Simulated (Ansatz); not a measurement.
`O=[CH][GeH2][Cl]` + HCl → `[Cl][GeH2][Cl]` + `C=O` at 500 K and 1 bar (ligand exchange at a Ge–C bond).

Computed with Ansatz on PBE0-D4/def2-TZVP structures; ΔE is electronic, products minus reactants. CBS: MP2 limit from def2 TZ/QZ plus the TZ coupled-cluster correction, frozen cores. This one scheme is used for every species. For Ge outer-core shells are correlated without core-valence functions, which leaves a few kJ/mol of doubt a bond. Scalar relativity is left out up to krypton. One conformer a species, not always the lowest.

```json
{"species": "`O=[CH][GeH2][Cl]`", "CCSD(T)/CBS energy (Eh)": "-2650.92278", "H − E (kJ/mol)": "129.6", "S (J/(mol·K))": "387.6"}
{"species": "HCl", "CCSD(T)/CBS energy (Eh)": "-460.38127", "H − E (kJ/mol)": "32.5", "S (J/(mol·K))": "201.9"}
{"species": "`[Cl][GeH2][Cl]`", "CCSD(T)/CBS energy (Eh)": "-2996.94498", "H − E (kJ/mol)": "78.7", "S (J/(mol·K))": "339.3"}
{"species": "`C=O`", "CCSD(T)/CBS energy (Eh)": "-114.39408", "H − E (kJ/mol)": "87.9", "S (J/(mol·K))": "238.5"}
```

H − E and S are ideal-gas, rigid-rotor, harmonic terms from PBE0-D4/def2-TZVP, for one conformer and one mirror image of each species. 1 Eh = 2625.50 kJ/mol, R = 8.31446 J/(mol·K).

By hand: ΔE, ΔH, ΔS and ΔG.

ΔE = (-2996.94498) + (-114.39408) − (-2650.92278) − (-460.38127) = -0.03501 Eh = -91.9 kJ/mol. Δ(H − E) = 78.7 + 87.9 − 129.6 − 32.5 = 4.5, so ΔH = -87.4 kJ/mol. ΔS = 339.3 + 238.5 − 387.6 − 201.9 = -11.7 J/(mol·K). ΔG = -87.4 − 500 × (-11.7)/1000 = -81.6 kJ/mol.

By hand: the equilibrium constant, and the temperature at which ΔG would vanish if ΔH and ΔS stayed fixed.

log₁₀ K = −ΔG/(RT ln 10) = 8.5. ΔG = 0 at ΔH/ΔS = 7470 K, far beyond where these terms or the molecules hold.

The number of gas molecules stays the same, so ΔS is small and ΔH decides. A doubt of 5 kJ/mol in ΔE shifts log₁₀ K by 0.5 here. Other conformers and mirror images would add mixing entropy, several J/(mol·K) or more a flexible species. Modes under 60 cm⁻¹, often nearly free rotors, make the harmonic entropy too high. These are equilibria of isolated gas molecules and say nothing of rates. Largest T1 diagnostic: 0.015 (customary marks: 0.02 for closed shells, 0.045 for open ones).
